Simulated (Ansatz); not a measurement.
`B1COCS1` at its PBE0-D4/def2-TZVP geometry, where that method's forces vanish. Charge 0, multiplicity 1.

```xyz
10

B     0.7425   -0.7041    0.8856
C     0.8883    0.5928    0.0064
O    -0.0650    0.5247   -1.0493
C    -1.2288   -0.0977   -0.6394
S    -0.7908   -1.4790    0.5120
H     1.5074   -1.1188    1.6963
H     0.7175    1.4857    0.6341
H     1.8721    0.7161   -0.4528
H    -1.8943    0.5738   -0.0809
H    -1.7488   -0.4935   -1.5119
```

(1) What forces (eV/Å) does ωB97M-V/def2-TZVPP give on these atoms in the Gaussian-basis code of Ansatz? (Estimate.)

## Answers

(1) The calculation gave: 
```
B1   0.106 -0.064  0.114
C2   0.236  0.121  0.159
O3   0.080  0.111 -0.235
C4  -0.344 -0.102  0.066
S5  -0.016 -0.045 -0.002
H6  -0.095  0.061 -0.107
H7   0.003 -0.073 -0.060
H8  -0.086 -0.012  0.047
H9   0.069 -0.042 -0.071
H10  0.047  0.045  0.088
```
